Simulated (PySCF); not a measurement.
H3HfO3, SMILES [OH][Hf+]([OH])[OH], charge +1, multiplicity 1. Atoms are numbered in the order given.

```xyz
7

Hf     0.0000     0.0000     0.1850
O      1.5374    -0.8876    -0.4340
H      2.2339    -1.2897    -0.9678
O     -1.5374    -0.8876    -0.4340
H     -2.2339    -1.2897    -0.9678
O      0.0000     1.7753    -0.4340
H      0.0000     2.5794    -0.9678
```
Charge +1, spin multiplicity 1.

The structure is a stationary point at r2SCAN-D4/def2-SVP. The spin state was assumed, not searched. The isomer is the one that the SMILES or the coordinates give; other isomers of the formula were not compared. The def2 effective core potentials stand for the cores of Hf; spin–orbit coupling is left out. The values are those of a single conformer.

These are PBE/def2-TZVPD (PySCF) values and carry that method's errors.

Mulliken values depend strongly on the basis, most of all with diffuse functions as here. ESP charges are fitted to the potential on shells at 1.4 to 2.0 van der Waals radii. Atomic charges (e):

```json
[
 {"atom": "Hf1", "Mulliken": "1.71", "ESP fit": "2.47"},
 {"atom": "O2", "Mulliken": "-0.56", "ESP fit": "-1.10"},
 {"atom": "H3", "Mulliken": "0.32", "ESP fit": "0.61"},
 {"atom": "O4", "Mulliken": "-0.56", "ESP fit": "-1.10"},
 {"atom": "H5", "Mulliken": "0.32", "ESP fit": "0.61"},
 {"atom": "O6", "Mulliken": "-0.56", "ESP fit": "-1.10"},
 {"atom": "H7", "Mulliken": "0.32", "ESP fit": "0.61"}
]
```
